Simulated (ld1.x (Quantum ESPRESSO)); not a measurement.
What the settings do to the TM potential of Ge

Base potential:

```
Element                 : Ge
Generator               : ld1.x (Quantum ESPRESSO) 7.5
Type                    : norm-conserving Troullier–Martins (Kleinman–Bylander form)
Functional              : BLYP
Relativity              : scalar-relativistic
Frozen core             : [Ar] 3d10
Valence charge          : 4
Reference configuration : 4s1.5 4p2.5
Partial waves           : 4p (bound): rc 1.90 bohr; 4s (bound): rc 1.50 bohr
Local potential         : the s channel
Core correction         : none
```

All-electron outer shells of the reference configuration (BLYP, scalar-relativistic, ld1.x):

```json
{"shell": "3p", "level (eV)": "-116.28", "outermost node (bohr)": "0.23", "outermost maximum (bohr)": "0.54"}
{"shell": "3d", "level (eV)": "-30.06", "outermost node (bohr)": "–", "outermost maximum (bohr)": "0.50"}
{"shell": "4s", "level (eV)": "-12.16", "outermost node (bohr)": "0.77", "outermost maximum (bohr)": "1.73"}
{"shell": "4p", "level (eV)": "-4.13", "outermost node (bohr)": "0.82", "outermost maximum (bohr)": "2.16"}
```

Cutoffs, loose and tight: the cutoffs (Ry, on a coarse ladder) from which the occupation-weighted sum of valence levels, in a spherical-Bessel basis at the reference potential, stays within 10 and 1 mRy of its value at 400 Ry. They do not see the model core or the augmentation charge, which bear on the density cutoff. Test errors are all-electron minus pseudo excitation energies from the reference, over the configurations 4s2 4p2; 4s2 4p1; 4s2 4p0; 4s1 4p2; 4s1 4p0; 4s2 4p1.5; 4s1 4p3. A dash means not determined; rows that change the core or the reference have their own tests.

A true bound ghost makes a file unfit for plane-wave use even where its test errors are small: the radial tests pick states by their node count and pass the ghost by.

| change | outcome | cutoff, loose | cutoff, tight | bound ghosts | largest test error (meV) |
| --- | --- | --- | --- | --- | --- |
| base | generated | 25 Ry | 45 Ry | none | +346 |
| wave 4s (bound): rc 1.50 bohr becomes 4s (bound): rc 0.98 bohr | generated | 180 Ry | over 300 Ry | p | -277 |
| wave 4s (bound): rc 1.50 bohr becomes 4s (bound): rc 1.18 bohr | generated | 55 Ry | 230 Ry | p | +388 |
| wave 4s (bound): rc 1.50 bohr becomes 4s (bound): rc 1.36 bohr | generated | 35 Ry | 80 Ry | none | +356 |
| wave 4s (bound): rc 1.50 bohr becomes 4s (bound): rc 1.76 bohr | generated | 21 Ry | 40 Ry | none | +346 |
| wave 4s (bound): rc 1.50 bohr becomes 4s (bound): rc 1.84 bohr | generated | 21 Ry | 40 Ry | none | +347 |
| wave 4s (bound): rc 1.50 bohr becomes 4s (bound): rc 2.10 bohr | generated | 18 Ry | 35 Ry | none | +358 |
| wave 4s (bound): rc 1.50 bohr becomes 4s (bound): rc 2.28 bohr | generated | 15 Ry | 30 Ry | none | +390 |

Reading the sweep of the s radius (base included, trends over the rows without a ghost): The loose cutoff falls from 35 Ry at 1.36 to 15 Ry at 2.28 bohr. A larger radius leaves more room for a smooth pseudo-wave, so fewer plane waves are needed; a smaller one forces it to follow the all-electron wave where it bends sharply. The median size of the test errors (rows with all tests solved) stays near 9.1 meV. Bound ghosts are found at 0.98, 1.18 bohr.
